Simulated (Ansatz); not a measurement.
Molecule: ScO$_{2}$, net charge 0, doublet state. The spin state was set by rule; other spins were not relaxed. 
Geometry from a B3LYP-D3(BJ)/def2-TZVP (Ansatz, a program for electronic structure) optimisation:
```xyz
3

Sc     0.1937    -0.0878     0.2172
O      0.9909     0.3448    -1.3028
O     -1.4994    -0.1143     0.7326
```
Charge 0, spin multiplicity 2.

Wanted: atomisation energy (electronic, to ground-state atoms), in kcal/mol. Correlated levels leave the core frozen unless marked. Open shells are spin-unrestricted. Spin-orbit coupling is left out. Frozen are the shells of the preceding noble gas and the d and f shells that filled before the atom's block. Non-relativistic. 

```tsv
level	program	atomisation energy (kcal/mol)
revPBE-D4/def2-TZVPD	Ansatz + dftd4	278.0
PBE0/def2-SVP	Ansatz	251.2
B2GP-PLYP-D3(BJ)/def2-TZVPD	Ansatz + dftd3	242.5
B2PLYP/def2-TZVPD	Ansatz	250.3
RI-MP2/def2-QZVPPD	Ansatz	254.2
CCSD/def2-TZVPP	Ansatz	215.3
```

The T1 diagnostic of CCSD in the largest basis is 0.068, which is high, so the coupled-cluster rows are less sure than usual.
